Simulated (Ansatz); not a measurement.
`N[Si](N)(F)F` + NH₃ → `N[Si](N)(N)F` + H–F  (ligand exchange at the Si–F bond)

Isolated molecules relaxed with PBE0-D4/def2-TZVP in Ansatz; ΔE leaves out vibrations. CBS: MP2 limit from def2 TZ/QZ plus the TZ coupled-cluster correction, frozen cores. This one scheme is used for every species. Functionals use def2-TZVPP. B3LYP here is the variant with VWN-RPA as its local correlation; programs differ in this. HSE06 is defined as in plane-wave codes. One conformer a species, not always the lowest.

`N[Si](N)(F)F`:

Z-matrix (Å, degrees):
```
Si
N 1 1.684
F 1 1.591 2 116.6
N 1 1.684 2 110.3 3 119.5
F 1 1.591 2 104.9 3 -114.2
H 2 1.005 1 121.6 3 -69.2
H 2 1.006 1 121.5 3 85.8
H 4 1.005 1 121.6 2 50.3
H 4 1.006 1 121.5 2 -154.7
```

NH₃:

Cartesian coordinates in Å:
```
N 0.193 -0.101 -0.179
H 0.617 0.256 0.668
H -0.339 0.658 -0.588
H -0.471 -0.813 0.099
```

`N[Si](N)(N)F`:

```xyz
11

N     1.594    0.195   -0.241
Si   -0.103    0.139   -0.276
N    -0.636   -1.473   -0.252
N    -0.753    1.001    1.035
F    -0.614    0.828   -1.636
H     2.164    0.078   -1.061
H     2.068    0.689    0.494
H     0.026   -2.226   -0.191
H    -1.528   -1.764   -0.613
H    -0.894    1.997    1.023
H    -1.324    0.535    1.717
```

H–F:

Z-matrix (Å, degrees):
```
F
H 1 0.920
```

```json
{"level": "LDA (SPW92)", "ΔE (kcal/mol)": "21.7", "difference from CCSD(T)/CBS": "-1.6"}
{"level": "PBE-D4", "ΔE (kcal/mol)": "22.4", "difference from CCSD(T)/CBS": "-0.9"}
{"level": "revPBE-D4", "ΔE (kcal/mol)": "21.5", "difference from CCSD(T)/CBS": "-1.8"}
{"level": "BLYP-D4", "ΔE (kcal/mol)": "23.5", "difference from CCSD(T)/CBS": "0.2"}
{"level": "r2SCAN-D4", "ΔE (kcal/mol)": "24.9", "difference from CCSD(T)/CBS": "1.6"}
{"level": "B97M-V", "ΔE (kcal/mol)": "26.2", "difference from CCSD(T)/CBS": "2.9"}
{"level": "PBE0-D4", "ΔE (kcal/mol)": "22.6", "difference from CCSD(T)/CBS": "-0.7"}
{"level": "r2SCANh-D4", "ΔE (kcal/mol)": "24.6", "difference from CCSD(T)/CBS": "1.3"}
{"level": "HSE06-D4", "ΔE (kcal/mol)": "22.6", "difference from CCSD(T)/CBS": "-0.7"}
{"level": "BHLYP-D4", "ΔE (kcal/mol)": "24.5", "difference from CCSD(T)/CBS": "1.2"}
{"level": "CAM-B3LYP-D4", "ΔE (kcal/mol)": "24.3", "difference from CCSD(T)/CBS": "1.0"}
{"level": "ωB97X-V", "ΔE (kcal/mol)": "23.9", "difference from CCSD(T)/CBS": "0.6"}
{"level": "ωB97M-V", "ΔE (kcal/mol)": "23.7", "difference from CCSD(T)/CBS": "0.4"}
{"level": "B2PLYP", "ΔE (kcal/mol)": "24.8", "difference from CCSD(T)/CBS": "1.5"}
{"level": "PBE-QIDH", "ΔE (kcal/mol)": "23.4", "difference from CCSD(T)/CBS": "0.1"}
{"level": "PBE", "ΔE (kcal/mol)": "23.4", "difference from CCSD(T)/CBS": "0.1"}
{"level": "revPBE", "ΔE (kcal/mol)": "24.0", "difference from CCSD(T)/CBS": "0.7"}
{"level": "BLYP", "ΔE (kcal/mol)": "25.6", "difference from CCSD(T)/CBS": "2.3"}
{"level": "r2SCAN", "ΔE (kcal/mol)": "25.1", "difference from CCSD(T)/CBS": "1.8"}
{"level": "PBE0", "ΔE (kcal/mol)": "23.4", "difference from CCSD(T)/CBS": "0.1"}
{"level": "B3LYP", "ΔE (kcal/mol)": "25.3", "difference from CCSD(T)/CBS": "2.0"}
{"level": "r2SCANh", "ΔE (kcal/mol)": "24.9", "difference from CCSD(T)/CBS": "1.6"}
{"level": "r2SCAN0", "ΔE (kcal/mol)": "24.6", "difference from CCSD(T)/CBS": "1.3"}
{"level": "HSE06", "ΔE (kcal/mol)": "23.4", "difference from CCSD(T)/CBS": "0.1"}
{"level": "CAM-B3LYP", "ΔE (kcal/mol)": "25.1", "difference from CCSD(T)/CBS": "1.8"}
{"level": "LC-ωPBE", "ΔE (kcal/mol)": "23.3", "difference from CCSD(T)/CBS": "0.0"}
{"level": "RPA@PBE/def2-TZVPP", "ΔE (kcal/mol)": "24.3", "difference from CCSD(T)/CBS": "1.0"}
{"level": "HF/def2-SVP", "ΔE (kcal/mol)": "24.9", "difference from CCSD(T)/CBS": "1.6"}
{"level": "MP2/def2-SVP", "ΔE (kcal/mol)": "24.1", "difference from CCSD(T)/CBS": "0.8"}
{"level": "CCSD(T)/def2-SVP", "ΔE (kcal/mol)": "24.5", "difference from CCSD(T)/CBS": "1.2"}
{"level": "HF/def2-TZVPP", "ΔE (kcal/mol)": "27.2", "difference from CCSD(T)/CBS": "3.9"}
{"level": "MP2/def2-TZVPP", "ΔE (kcal/mol)": "23.2", "difference from CCSD(T)/CBS": "-0.1"}
{"level": "SCS-MP2/def2-TZVPP", "ΔE (kcal/mol)": "24.3", "difference from CCSD(T)/CBS": "1.0"}
{"level": "CCSD/def2-TZVPP", "ΔE (kcal/mol)": "24.3", "difference from CCSD(T)/CBS": "1.0"}
{"level": "HF/def2-QZVPP", "ΔE (kcal/mol)": "27.5", "difference from CCSD(T)/CBS": "4.2"}
{"level": "MP2/def2-QZVPP", "ΔE (kcal/mol)": "22.9", "difference from CCSD(T)/CBS": "-0.4"}
{"level": "SCS-MP2/def2-QZVPP", "ΔE (kcal/mol)": "24.0", "difference from CCSD(T)/CBS": "0.7"}
{"level": "HF/CBS(def2)", "ΔE (kcal/mol)": "27.5", "difference from CCSD(T)/CBS": "4.2"}
{"level": "MP2/CBS(def2)", "ΔE (kcal/mol)": "22.6", "difference from CCSD(T)/CBS": "-0.7"}
{"level": "CCSD/CBS(def2)", "ΔE (kcal/mol)": "23.7", "difference from CCSD(T)/CBS": "0.4"}
{"level": "CCSD(T)/CBS", "ΔE (kcal/mol)": "23.3", "difference from CCSD(T)/CBS": "0"}
```

Largest T1 diagnostic among the species: 0.010.

Leaving LDA and LC-ωPBE aside and taking each functional with its dispersion term where it has one, the values spread over 4.7 kcal/mol, from revPBE-D4 to B97M-V. LDA lies −1.7 kcal/mol from PBE without D4. At CCSD(T), def2-SVP lies +1.2 kcal/mol from the extrapolated value and def2-TZVPP +0.6 kcal/mol. The D4 term adds −1.6 kcal/mol with B3LYP and −0.9 kcal/mol with PBE0; it sums over pairs of atoms, weighted by their polarisabilities, and B3LYP, whose exchange is more repulsive, gets the larger term.
